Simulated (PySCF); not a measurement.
# MgTl: energy against distance

Set-up: basis Mg def2-SVP, Tl def2-SVP with ECP60; scalar-relativistic core potentials; PySCF 2.14. Energies in eV from Mg + Tl in their ground configurations at the same level. State: ²Π (doublet), unpaired electrons π ↑.

| R (Å) | CAM-B3LYP | BHandHLYP |
| --- | --- | --- |
| 2.626 | 0.0318 | 0.0773 |
| 2.748 | -0.1050 | -0.0688 |
| 2.870 | -0.1806 | -0.1518 |
| 2.961 | -0.2099 | -0.1856 |
| 3.053 | -0.2229 | -0.2024 |
| 3.145 | -0.2246 | -0.2072 |
| 3.267 | -0.2154 | -0.2013 |
| 3.419 | -0.1936 | -0.1826 |
| 3.603 | -0.1620 | -0.1537 |
| 3.847 | -0.1210 | -0.1150 |

**Question.** Put a parabola through the three lowest points of the CAM-B3LYP curve and estimate Re, k and ωe (reduced mass 21.47 u; 1 eV/Å² = 0.16022 mdyn/Å; ωe = 1302.8·√(k/μ) cm⁻¹).

**Answer.** Through R = 3.053, 3.145, 3.267 Å the second-order coefficient is 0.439 eV/Å², so Re ≈ 3.120 Å, k ≈ 0.141 mdyn/Å and ωe ≈ 105 cm⁻¹. A polynomial fit of higher order to the unrounded CAM-B3LYP energies gives Re = 3.114 Å, k = 0.167 mdyn/Å, ωe = 115 cm⁻¹; anharmonicity and rounding make the difference.

The higher-order fit for each curve: CAM-B3LYP: Re = 3.114 Å, ωe = 115 cm⁻¹, De = 0.225 eV; BHandHLYP: Re = 3.146 Å, ωe = 111 cm⁻¹, De = 0.207 eV.

The bond is weak. Basis-set superposition, not corrected here, can be much of De in a small basis, most of all at correlated wavefunction levels. Functionals without a dispersion term scatter widely for such bonds, and LDA overbinds them. Spin–orbit coupling is left out, which matters for elements this heavy, above all for dissociation energies. The state was picked by a PBE0 search and need not be the measured ground state.
